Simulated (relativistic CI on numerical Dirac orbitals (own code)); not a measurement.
# Fe²⁺ in a cubic cluster: 3s photoemission with charge transfer

Computed with a charge-transfer multiplet model of a cubic metal-ligand cluster with up to 3 ligand holes, Slater and spin-orbit integrals from Dirac-Coulomb-Breit ions, Slater integrals scaled by 0.8. The parameters are those of a tetrahedral site (10Dq negative, t2 hopping the larger). The ground state mixes d6 with configurations of k ligand holes L, whose averages lie at kΔ + k(k − 1)U_dd/2; a core hole lowers each added d electron by U_cd. 300 K, Lorentzian 1.4 eV and Gaussian 0.8 eV FWHM.

Atomic integrals in eV (Slater integrals scaled, ζ unscaled), ground: F2dd 8.723, F4dd 5.416, zeta_d 0.049; with the core hole: F2dd 9.668, F4dd 6.046, zeta_d 0.058, G2cd 9.843.

Cluster parameters (eV): Δ = 2.4, U_cd = 9.1, 10Dq = -0.45, 10Dq(ligand) = 0, V(eg) = 1.15, V(t2g) = -1.95, final-state hopping factor = 1.

| Case | n_d | d6 | d7L | d8L2 | d9L3 | S |
| --- | --- | --- | --- | --- | --- | --- |
| U_dd = 5.2 eV | 6.36 | 0.67 | 0.31 | 0.03 | 0.00 | 2.00 |
| U_dd = 5.9 eV | 6.35 | 0.67 | 0.30 | 0.02 | 0.00 | 2.00 |
| U_dd = 7.3 eV | 6.34 | 0.68 | 0.30 | 0.02 | 0.00 | 2.00 |
| U_dd = 8 eV | 6.33 | 0.69 | 0.30 | 0.02 | 0.00 | 2.00 |
| U_dd = 8.7 eV | 6.33 | 0.69 | 0.29 | 0.02 | 0.00 | 2.00 |

Weights, n_d and S are thermal averages at 300 K. Binding energies count from the first peak over 30 % of the highest in each spectrum, which can be another peak from case to case. The parameters are a model scan and need not match a compound or its usual spin state. Peaks in eV (height, largest 100):
- U_dd = 5.2 eV: 0.0 (100), 6.4 (85), 11.9 (48), 18.5 (23), 21.4 (24)
- U_dd = 5.9 eV: 0.0 (100), 6.7 (79), 12.0 (36), 13.1 (39), 19.5 (23), 21.3 (17)
- U_dd = 7.3 eV: 0.0 (100), 7.1 (76), 11.6 (22), 13.9 (29), 20.2 (24)
- U_dd = 8 eV: 0.0 (100), 7.4 (77), 11.6 (18), 14.3 (26), 19.8 (22)
- U_dd = 8.7 eV: 0.0 (100), 7.6 (79), 14.7 (24), 19.9 (22)

Curve for U_dd = 8 eV (points under 2 left out, the grid thinned):

E (eV), Intensity and a bar:
```
     -3.9        4.4 #
     -3.3        5.9 #
     -2.7        8.5 ##
     -2.1       13.4 ####
     -1.4       27.0 ########
     -0.8       56.4 #################
     -0.2       95.8 ##############################
      0.4       86.2 ###########################
      1.0       48.7 ###############
      1.6       30.8 #########
      2.3       22.5 #######
      2.9       18.4 #####
      3.5       15.7 ####
      4.1       14.0 ####
      4.7       14.5 ####
      5.3       17.1 #####
      6.0       27.4 ########
      6.6       50.3 ###############
      7.2       75.3 #######################
      7.8       68.4 #####################
      8.4       46.8 ##############
      9.0       35.6 ###########
      9.7       28.7 #########
     10.3       21.5 ######
     10.9       17.3 #####
     11.5       17.9 #####
     12.1       16.4 #####
     12.7       14.0 ####
     13.3       16.9 #####
     14.0       24.9 #######
     14.6       24.7 #######
     15.2       20.1 ######
     15.8       16.6 #####
     16.4       12.5 ###
     17.0        8.9 ##
     17.7        6.9 ##
     18.3        8.1 ##
     18.9       13.1 ####
     19.5       20.5 ######
     20.1       21.3 ######
     20.7       15.1 ####
     21.4        7.8 ##
     22.0        4.4 #
     22.6        2.8 
     23.2        2.1
```

For the case U_dd = 7.3 eV, Δ = 2.4 eV is smaller than U_dd = 7.3 eV, the charge-transfer side of the Zaanen-Sawatzky-Allen scheme. With the core hole the average of the configuration with one ligand hole lies at Δ − U_cd = -6.7 eV before mixing: it lies below the unscreened one, so the lowest final states are mostly screened and the unscreened weight appears at higher binding energy as a satellite.

Without intra-shell correlation the exchange splitting of the 3s hole comes out too large.
